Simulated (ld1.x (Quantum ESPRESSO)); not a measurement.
Before and after: RRKJ potential for chromium (Cr)

* Element: Cr
* Generator: ld1.x (Quantum ESPRESSO) 7.5
* Type: norm-conserving RRKJ (Kleinman–Bylander form)
* Functional: PBE
* Relativity: scalar-relativistic
* Frozen core: [Ar]
* Valence charge: 6
* Reference configuration: 3d5 4s1 4p0
* Partial waves: 4p (bound, empty): rc 1.05 bohr; 3d (bound): rc 1.50 bohr; 4s (bound): rc 2.60 bohr
* Local potential: the s channel
* Core correction: Bessel-smoothed model core inside 1.00 bohr

All-electron outer shells of the reference configuration (PBE, scalar-relativistic, ld1.x):

| shell | level (eV) | outermost node (bohr) | outermost maximum (bohr) |
| --- | --- | --- | --- |
| 3s | -73.99 | 0.36 | 0.78 |
| 3p | -45.44 | 0.33 | 0.80 |
| 4s | -4.01 | 1.12 | 2.74 |
| 3d | -2.91 | – | 0.84 |
| 4p | -0.99 | 1.25 | 3.94 |

Change: all radii but the core radius scaled by about 0.83 (s 2.16, p 0.88, d 1.24 bohr).

Cutoffs: the cutoffs (Ry, on a coarse ladder) from which the occupation-weighted sum of valence levels, in a spherical-Bessel basis at the reference potential, stays within 10 and 1 mRy of its value at 400 Ry; they do not see the model core or the augmentation charge, which bear on the density cutoff. Errors are all-electron minus pseudo energies relative to the spin-unpolarised reference configuration.

**Question.** What does the change do?

**Answer.** The potential gets harder (80 Ry and 100 Ry → 100 Ry and 120 Ry); both files keep a bound ghost (p); the errors of the 6 common tests hardly move. A smaller radius makes the pseudo-wave follow the all-electron one further in, where it bends more sharply, so more plane waves are needed.

```csv
quantity,base,changed
"cutoff, loose",80 Ry,100 Ry
"cutoff, tight",100 Ry,120 Ry
loose cutoff by channel (10 mRy a level),"d 70 Ry, s 6 Ry","d 90 Ry, s 6 Ry"
bound ghosts,p,p
"tests counted (converged, no solver errors)",6 of 7,6 of 7
"error for 3d5 4s0 4p0, meV [ΔE 6.90 eV]",-20,-22
"error for 3d4 4s0 4p0, meV [ΔE 22.95 eV]",-215,-222
"error for 3d3 4s0 4p0, meV [ΔE 53.70 eV]",-1341,-1469
"error for 3d4 4s2 4p0, meV [ΔE -0.10 eV]",-216,-233
"error for 3d5 4s0.5 4p0, meV [ΔE 2.71 eV]",-4.7,-5.2
"error for 3d6 4s0 4p0, meV [ΔE 1.73 eV]",-94,-99
```

Base: Tests not counted: 3d4 4s1 4p1 (solver errors, printed error -217 eV). The 4p radius (1.05 bohr) lies inside the outermost node of the all-electron wave (1.25 bohr), which a nodeless pseudo-wave cannot match soundly. Changed file: Tests not counted: 3d4 4s1 4p1 (solver errors, printed error -2.6 eV). The 4p radius (0.88 bohr) lies inside the outermost node of the all-electron wave (1.25 bohr), which a nodeless pseudo-wave cannot match soundly. A true bound ghost makes a file unfit for plane-wave use even where its test errors are small: the radial tests pick states by their node count and pass the ghost by. Where a test does run into it, the solver fails or the error is huge.
